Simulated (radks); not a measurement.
Results of a calculation; reference values are marked as such.
Ionisation of the gold ion Au+, [Xe] 4f14 5d10, to Au2+, [Xe] 4f14 5d9, under several functionals. Dirac Kohn-Sham, spin-unpolarised, spherical densities, finite nucleus; open shells are shared between the two j in proportion to 2j + 1; a radial shooting solver on a logarithmic mesh with Libxc functionals.

| functional | E(Au+) (hartree) | Exc (hartree) | IE (eV) | -e(HOMO) (eV) | <r> HOMO (bohr) | IE error (eV) |
|---|---|---|---|---|---|---|
| BLYP | -19044.4743 | -366.2449 | 21.134 | 14.651 | 1.613 | +0.931 |
| Wu-Cohen GGA | -19042.1953 | -363.9697 | 21.266 | 14.763 | 1.604 | +1.063 |
| PW91 | -19045.2581 | -367.0609 | 21.307 | 14.807 | 1.606 | +1.104 |
| exchange-only PBE | -19038.6754 | -360.3868 | 20.147 | 13.723 | 1.622 | -0.056 |
| PBE | -19043.4497 | -365.2330 | 21.229 | 14.732 | 1.606 | +1.026 |
| exchange-only LDA | -19024.6705 | -346.2564 | 20.071 | 13.640 | 1.620 | -0.132 |
| PBEsol | -19038.1707 | -359.9032 | 21.260 | 14.759 | 1.604 | +1.057 |
| LDA (Slater exchange, VWN5 correlation) | -19032.9278 | -354.6090 | 21.528 | 15.022 | 1.607 | +1.325 |
| OLYP | -19050.1488 | -372.1784 | 21.202 | 14.650 | 1.596 | +0.999 |

NIST Atomic Spectra Database: 20.20 eV (measured). Closest: exchange-only PBE. The Delta-SCF values span 1.46 eV, the total energies 25.48 hartree. The highest occupied level is 5d5/2. Spin polarisation and multiplet splitting are left out, so open shells lie too high by an amount that depends on their filling. Sharing an open shell by 2j + 1 raises it above the true ground level by a part of the spin-orbit splitting, which enters the differences from NIST.

Beside tabulated values, note that spin-unpolarised runs miss the spin-polarisation part of the exchange energy of open shells.
